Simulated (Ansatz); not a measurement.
Ideal-gas functions of `[CH3][AlH][TeH]` at 298.15 K and 1 bar, from an Ansatz frequency run at PBE0-D4/def2-TZVP.

Molar mass 171.63 g/mol, point group Cs (symmetry number 1), electronic degeneracy 1, moments of inertia 30.93, 301.592, 329.411 u Å². Harmonic wavenumbers (cm⁻¹, unscaled): 57, 123, 227, 319, 411, 462, 565, 651, 663, 748, 1220, 1437, 1440, 1927, 2156, 3037, 3110, 3136.

Use S(trans) = R[1.5 ln M + 2.5 ln T − 1.1517]; rotational temperatures θ = 24.2544 K / I; S(rot) = R[ln(√π/σ · √(T³/θAθBθC)) + 1.5]; for each mode x = 1.438777 ν̃/T, S = R[x/(eˣ − 1) − ln(1 − e⁻ˣ)] and H = RT x/(eˣ − 1); 1 cm⁻¹ = 0.0119627 kJ/mol; R = 8.31446 J/(mol·K).

Problem. By hand: the entropy, in J/(mol·K).

Solution. Translation 173.0. Rotation: θ = 0.7842, 0.0804, 0.0736 K, giving 110.6. Vibration, mode by mode: 19.07, 12.77, 7.96, 5.50, 3.86, 3.18, 2.15, 1.55, 1.48, 1.06, 0.16, 0.06, 0.06, 0.01, 0.00, 0.00, 0.00, 0.00, in all 58.9. Electronic 0.0. Sum 342.5 J/(mol·K).

Problem. By hand: H − E and G − E in kJ/mol, counted from the electronic energy.

Solution. Zero-point energy ½ × 21689 × 0.0119627 = 129.7; thermal vibration 9.3; translation, rotation and pV give 4 RT = 9.9. H − E = 148.9 kJ/mol, and G − E = 148.9 − 298.15 × 342.5/1000 = 46.8 kJ/mol.

Vibration gives 17 % of the entropy, 31.8 J/(mol·K) of it from the modes under 150 cm⁻¹: soft modes count most, and the harmonic formula is weakest for them.
